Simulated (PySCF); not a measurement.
2,2,2-trifluoroethanol (C2H3F3O), SMILES OCC(F)(F)F. Atoms are numbered in the order given.

```xyz
9

O     -1.9796    -0.0210     0.2825
C     -0.8161     0.7336     0.4460
C      0.4186    -0.0119    -0.0343
F      0.2701    -0.3692    -1.3294
F      1.5090     0.7653     0.0542
F      0.6467    -1.1289     0.6640
H     -2.0857    -0.2112    -0.6600
H     -0.6892     0.9417     1.5188
H     -0.8345     1.7033    -0.0890
```

The structure is a stationary point at B3LYP-D3(BJ)/def2-SVP. The values are those of a single conformer.

Two levels are set side by side: PBE/pcSseg-1 (PySCF) and KT2/pcSseg-1 (PySCF). GIAO shifts against CFCl3 (¹⁹F), H2O (¹⁷O), TMS (¹H), TMS (¹³C) at the same level; non-relativistic, no solvent, atoms listed together averaged. Differences are taken from unrounded values.

| quantity | PBE |
|---|---|
| δ(¹⁷O) of O1 (ppm) | 23.7 |
| δ(¹³C) of C2 (ppm) | 70.4 |
| δ(¹³C) of C3 (ppm) | 139.5 |
| δ(¹H) of H7 (ppm) | 0.69 |

Task: These are the PBE values. What does KT2 give? (Estimate from the structure and the level; the computed values follow.)

Result: 
| quantity | KT2 | PBE minus KT2 |
|---|---|---|
| δ(¹⁷O) of O1 (ppm) | 20.8 | 3.0 |
| δ(¹³C) of C2 (ppm) | 68.3 | 2.1 |
| δ(¹³C) of C3 (ppm) | 133.9 | 5.6 |
| δ(¹H) of H7 (ppm) | 0.68 | 0.00 |

Rough cost on one machine, each run with all the roots and properties that it gave: KT2 against PBE within a factor of 2.
